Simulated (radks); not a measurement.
Results of a calculation; reference values are marked as such.
Neutral tantalum inside a hard spherical wall (all orbitals vanish at R), configuration held at [Xe] 4f14 5d3 6s2 and not refilled when levels cross. Code: a radial shooting solver on a logarithmic mesh with Libxc functionals. Model: scalar-relativistic Kohn-Sham, PBE, spin-polarised, spherical densities, point nucleus; open shells are filled with parallel spins first (spin-orbit coupling, left out, can overturn this in heavy ions). Eigenvalues in eV for spin up, with the zero of energy where the potential of the charges vanishes at infinity; a dash marks a level that is unbound or too diffuse for the functional's potential to be trusted. A positive occupied level is held by the wall or, in an anion where self-interaction has pushed it up, behind a barrier. The pressure on the wall is -dE/dV.

R (bohr)  E (hartree)  kinetic (hartree)    e(5p)    e(4f)   e(6s)   e(5d)  e(6p, empty)  e(7s, empty)  pressure (GPa)
free      -15604.6060          17148.213  -39.819  -24.541  -5.874  -4.205        -1.589             -               0
20        -15604.6060          17148.213  -39.819  -24.541  -5.874  -4.205        -1.589             -        < 0.0001
15        -15604.6060          17148.213  -39.818  -24.541  -5.874  -4.205        -1.585         0.182        < 0.0001
8         -15604.5998          17148.265  -39.511  -24.228  -5.633  -3.932        -0.977         4.233           0.258
7         -15604.5866          17148.352  -39.091  -23.795  -5.279  -3.564        -0.294         7.166            1.05
6         -15604.5452          17148.584  -38.158  -22.818  -4.402  -2.737         1.224        12.717            4.56
3         -15601.8304          17158.957  -22.296   -4.526  27.392  15.714        45.383        123.42            1140
2.5       -15598.0822          17172.668  -10.404    9.134  61.650  31.841        87.558        213.11            4520
2         -15586.6015          17212.417   18.395   38.208  147.71  70.407        186.51        408.70           23500
1.5       -15542.0851          17353.572   111.31   110.51  404.23  187.12        465.53        921.67          182000
